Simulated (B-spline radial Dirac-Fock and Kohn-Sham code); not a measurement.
Photoionisation of manganese ions at Ag Lα (2984.4 eV)

Model: independent-particle photoionisation in a Dirac-Hartree-Slater potential with a Latter tail, all multipoles, thresholds from Dirac-Fock ΔSCF. Program: a radial finite-basis atomic code. Cross sections in kb; a dash marks an empty subshell or a threshold above the photon energy.

| ion | configuration | total | 2p1/2 | 2p3/2 | 3p1/2 | 3d3/2 | 3d5/2 |
| --- | --- | --- | --- | --- | --- | --- | --- |
| Mn | [Ar] 3d5 4s2 | 45.02 | 8.42 | 16.1 | 0.968 | 0.0394 | 0.0574 |
| Mn⁵⁺ | [Ar] 3d2 | 45.47 | 8.43 | 16.1 | 1.09 | 0.0233 | 0.0342 |
| Mn¹³⁺ | [Ne] 3s2 | 44.32 | 8.70 | 16.6 | – | – | – |
| Mn¹⁶⁺ | [He] 2s2 2p5 | 39.11 | 7.73 | 14.8 | – | – | – |

Values without a named source are computed, but for edge energies of neutral atoms, which are taken from tables.
